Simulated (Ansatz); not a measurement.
PBE exchange is replaced step by step with exact exchange (0 % is PBE, 25 % PBE0; no dispersion term), basis def2-TZVP, Ansatz. System: Li₆. Charge 0, multiplicity 1. Geometry: r2SCAN/def2-TZVP.

Geometry of the singlet:

| atom | x (Å) | y (Å) | z (Å) |
| --- | --- | --- | --- |
| Li1 | -1.2509 | -0.1346 | 0.4402 |
| Li2 | -0.6578 | 2.1581 | -1.2050 |
| Li3 | 0.5940 | 1.3509 | 2.0892 |
| Li4 | 1.2503 | 0.1345 | -0.4407 |
| Li5 | -0.5918 | -1.3521 | -2.0893 |
| Li6 | 0.6563 | -2.1568 | 1.2057 |

The restricted singlet is unstable towards broken spin symmetry at other levels; at PBE with 5 % exact exchange/def2-TZVP, PBE with 10 % exact exchange/def2-TZVP, PBE with 15 % exact exchange/def2-TZVP, PBE with 35 % exact exchange/def2-TZVP and others this wasn't settled. The geometry of the singlet was relaxed on an unsound state (restricted singlet, unstable towards broken spin symmetry). The structure comes from a short search, and lower isomers may exist.

```
exact exchange (%)  HOMO (eV)  LUMO (eV)  gap (eV)
                 0      -2.98      -2.31      0.67
                 5      -3.08      -2.21      0.87
                10      -3.17      -2.10      1.07
                15      -3.27      -1.99      1.28
                25      -3.46      -1.78      1.68
                35      -3.66      -1.57      2.09
                50      -3.96      -1.27      2.69
```
